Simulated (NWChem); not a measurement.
# SiAsH₄, doublet; SMILES [AsH2][SiH2]

```xyz
6

Si    -0.0794     1.6233    -0.0122
As     0.2246    -0.7255    -0.1166
H      1.2424     2.3236     0.0307
H     -0.9343     2.2216    -1.0872
H     -1.2801    -0.9767    -0.1150
H      0.2799    -0.7443    -1.6443
```
Atoms are numbered in this order, from 1.

Level: PBE0/def2-SVP, spin-unrestricted (NWChem), optimised geometry, unscaled harmonic frequencies. 

Task: List the harmonic frequencies with IR intensities, and the thermochemistry.

Result: 
```csv
frequency (cm⁻¹),IR intensity (km/mol)
121,0.9
357,1.0
460,7.8
472,16.8
671,54.7
704,1.1
911,139.5
989,13.9
2192,63.9
2197,78.8
2219,23.9
2229,156.1
```

- zero-point energy: 19.3 kcal/mol
- thermal correction to the enthalpy at 298.15 K (with zero-point energy): 22.9 kcal/mol
- heat capacity Cv: 14.7 cal/(mol K)
- entropy at 298.15 K and 1 atm (symmetry number 1, electronic part: spin degeneracy alone): 71.2 cal/(mol K)
- dipole moment: 0.50 D

Rigid rotor and harmonic oscillator.
